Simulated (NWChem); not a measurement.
System: CsBr; SMILES [Br][Cs]

Here is an NWChem input.

```
start job
memory heap 200 mb stack 900 mb global 1100 mb
geometry units angstroms noautoz
  Cs     0.000000     0.000000    -1.208996
  Br     0.000000     0.000000     1.890419
end
basis spherical
  * library def2-svp
end
ecp
  Cs library def2-ecp
end
dft
  xc xwpbe 1.00 cpbe96 1.0 hfexch 1.00
  cam 0.4 cam_alpha 0.0 cam_beta 1.0
  iterations 150
  mulliken
end
task dft energy
```

NWChem printed, in part:

```
             Northwest Computational Chemistry Package (NWChem) 7.3.0
             --------------------------------------------------------

 ORDER OF PRIMARY AXIS IS BEING SET TO 4
 C4V symmetry detected

                             Geometry "geometry" -> ""
                             -------------------------

 Output coordinates in angstroms (scale by  1.889725989 to convert to a.u.)

  No.       Tag          Charge          X              Y              Z
 ---- ---------------- ---------- -------------- -------------- --------------
    1 Cs                  55.0000     0.00000000     0.00000000    -1.20532806
    2 Br                  35.0000     0.00000000     0.00000000     1.89408694

 Effective nuclear repulsion energy (a.u.)     328.6640234768

      Symmetry information
      --------------------

 Group name             C4v
 Group number             18
 Group order               8
 No. of unique centers     2

 Summary of "ao basis" -> "ao basis" (spherical)
 ------------------------------------------------------------------------------
       Tag                 Description            Shells   Functions and Types
 ---------------- ------------------------------  ------  ---------------------
 Cs                         def2-svp                10       24   5s3p2d
 Br                         def2-svp                12       32   5s4p3d

      Symmetry analysis of basis
      --------------------------

        a1         22
        a2          0
        b1          5
        b2          5
        e          24

            General Information
            -------------------
          SCF calculation type: DFT
          Wavefunction type:  closed shell.
          No. of atoms     :     2
          No. of electrons :    44
           Alpha electrons :    22
            Beta electrons :    22
          Charge           :     0
          Spin multiplicity:     1
          Use of symmetry is: on ; symmetry adaption is: on
          Maximum number of iterations: 150
          AO basis - number of functions:    56
                     number of shells:    22
          Convergence on energy requested:  1.00D-06
          Convergence on density requested:  1.00D-05
          Convergence on gradient requested:  5.00D-04

              XC Information
              --------------
                     Hartree-Fock (Exact) Exchange  1.000
                     LC-wPBE(h)Exchange Functional  1.000
            Perdew 1991 LDA Correlation Functional  1.000 local
           PerdewBurkeErnz. Correlation Functional  1.000 non-local

           Range-Separation Parameters
           ---------------------------
           Alpha           :  0.00
           Beta            :  1.00
           Gamma           :  0.40
           Short-Range HF  :     F

             Grid Information
             ----------------
          Grid used for XC integration:  medium
          Radial quadrature: Mura-Knowles
          Angular quadrature: Lebedev.
          Tag              B.-S. Rad. Rad. Pts. Rad. Cut. Ang. Pts.
          ---              ---------- --------- --------- ---------
          Cs                  2.60      123          14.0       590
          Br                  1.15      112          12.0       590
          Grid pruning is: on
          Number of quadrature shells:   235
          Spatial weights used:  Erf1

      Superposition of Atomic Density Guess
      -------------------------------------

 Sum of atomic energies:       -2594.69348132

      Non-variational initial energy
      ------------------------------

 Total energy =   -2591.843447
 1-e energy   =   -3721.413939
 2-e energy   =    1075.789106
 HOMO         =      -0.392113
 LUMO         =      -0.044196

      Symmetry analysis of molecular orbitals - initial
      -------------------------------------------------

 !! scf_movecs_sym_adapt:   10 vectors were symmetry contaminated

  Symmetry fudging

 !! scf_movecs_sym_adapt:   10 vectors were symmetry contaminated

  Numbering of irreducible representations:

     1 a1          2 a2          3 b1          4 b2          5 e

  Orbital symmetries:

     1 a1          2 a1          3 a1          4 e           5 e
     6 a1          7 a1          8 e           9 e          10 a1
    11 e          12 e          13 b1         14 b2         15 a1
    16 a1         17 a1         18 e          19 e          20 e
    21 e          22 a1         23 a1         24 e          25 e
    26 a1         27 a1         28 b1         29 b2         30 e
    31 e          32 a1

     ---------------------------------------------
      Total Density - Mulliken Population Analysis
     ---------------------------------------------

    Atom       Charge   Shell Charges
 -----------   ------   -------------------------------------------------------
    1 Cs   9     8.11  -0.31  1.53  0.78  0.03 -0.00  5.40  0.60  0.01  0.04  0.03
    2 Br  35    35.89   2.00  2.00  2.00  1.39  0.60  6.00  5.99  2.55  3.36  8.23  1.73  0.04

   convergence    iter        energy       DeltaE   RMS-Dens  Diis-err
 ---------------- ----- ----------------- --------- --------- ---------
 d= 0,ls=0.0,diis     1  -2593.7529219319 -2.65D+03  1.39D-02  3.44D-01
 d= 0,ls=0.0,diis     2  -2593.7774106223 -2.45D-02  4.16D-03  1.85D-01
 d= 0,ls=0.0,diis     3  -2593.7859729839 -8.56D-03  7.84D-04  1.08D-03
 d= 0,ls=0.0,diis     4  -2593.7861049171 -1.32D-04  2.34D-04  4.20D-05
 d= 0,ls=0.0,diis     5  -2593.7861183104 -1.34D-05  6.76D-05  3.32D-06
 d= 0,ls=0.0,diis     6  -2593.7861191414 -8.31D-07  1.09D-05  6.00D-08
 d= 0,ls=0.0,diis     7  -2593.7861191727 -3.12D-08  4.09D-06  6.43D-09

         Total DFT energy =    -2593.786119172658
      One electron energy =    -3727.357745916959
           Coulomb energy =     1174.109947635789
    Exchange-Corr. energy =      -94.319706551332
 Nuclear repulsion energy =       53.781385659844

 Numeric. integr. density =       44.000000337794

                  Occupations of the irreducible representations
                  ----------------------------------------------

                     irrep           alpha         beta
                     --------     --------     --------
                     a1               10.0         10.0
                     a2                0.0          0.0
                     b1                1.0          1.0
                     b2                1.0          1.0
                     e                10.0         10.0

                       DFT Final Molecular Orbital Analysis
                       ------------------------------------

 Vector   20  Occ=2.000000D+00  E=-3.005038D-01  Symmetry=a1
              MO Center= -3.0D-14,  3.1D-14,  1.7D+00, r^2= 2.2D+00
   Bfn.  Coefficient  Atom+Function         Bfn.  Coefficient  Atom+Function
  ----- ------------  ---------------      ----- ------------  ---------------
    41      0.592271  2 Br pz                38      0.498983  2 Br pz
    35     -0.340202  2 Br pz                 8      0.215010  1 Cs pz
     2      0.177448  1 Cs s                  4     -0.166580  1 Cs s
    32      0.110842  2 Br pz                17     -0.105785  1 Cs d  0
     5      0.084596  1 Cs s                  1     -0.069380  1 Cs s

 Vector   21  Occ=2.000000D+00  E=-2.963984D-01  Symmetry=e
              MO Center= -6.8D-16, -6.2D-16,  1.8D+00, r^2= 1.8D+00
   Bfn.  Coefficient  Atom+Function         Bfn.  Coefficient  Atom+Function
  ----- ------------  ---------------      ----- ------------  ---------------
    40      0.591481  2 Br py                37      0.485738  2 Br py
    34     -0.331684  2 Br py                39     -0.143834  2 Br px
    36     -0.118119  2 Br px                31      0.108063  2 Br py
    33      0.080657  2 Br px                 7     -0.063210  1 Cs py
    21      0.063245  1 Cs d -1              16      0.050287  1 Cs d -1

 Vector   22  Occ=2.000000D+00  E=-2.963984D-01  Symmetry=e
              MO Center=  3.0D-15, -1.6D-16,  1.8D+00, r^2= 1.8D+00
   Bfn.  Coefficient  Atom+Function         Bfn.  Coefficient  Atom+Function
  ----- ------------  ---------------      ----- ------------  ---------------
    39      0.591481  2 Br px                36      0.485738  2 Br px
    33     -0.331684  2 Br px                40      0.143834  2 Br py
    37      0.118119  2 Br py                30      0.108063  2 Br px
    34     -0.080657  2 Br py                 6     -0.063210  1 Cs px
    23     -0.063245  1 Cs d  1              18     -0.050287  1 Cs d  1

 Vector   23  Occ=0.000000D+00  E=-9.862487D-03  Symmetry=a1
              MO Center=  3.5D-15, -2.3D-13, -3.2D+00, r^2= 1.6D+01
   Bfn.  Coefficient  Atom+Function         Bfn.  Coefficient  Atom+Function
  ----- ------------  ---------------      ----- ------------  ---------------
     5      1.002009  1 Cs s                 14     -0.486740  1 Cs pz
     2     -0.201243  1 Cs s                  8      0.109935  1 Cs pz
     4     -0.105741  1 Cs s                  3     -0.086716  1 Cs s
     1      0.084482  1 Cs s                 41      0.055437  2 Br pz
    28     -0.038779  2 Br s                 38      0.037220  2 Br pz

 Vector   24  Occ=0.000000D+00  E= 2.362100D-02  Symmetry=e
              MO Center= -7.0D-14,  1.6D-13, -2.2D+00, r^2= 1.9D+01
   Bfn.  Coefficient  Atom+Function         Bfn.  Coefficient  Atom+Function
  ----- ------------  ---------------      ----- ------------  ---------------
    12      0.984496  1 Cs px                23      0.318683  1 Cs d  1
     6     -0.133514  1 Cs px                 9     -0.091820  1 Cs px
    18      0.033497  1 Cs d  1              13      0.029149  1 Cs py

[...]
```

Level: LC-wPBE (HJS exchange hole, range parameter 0.4 per bohr)/def2-SVP with def2 effective core potentials on Cs. Structure relaxed at the PBE0-D3(BJ)/def2-TZVP level. def2 effective core potentials on Cs; no spin-orbit coupling.
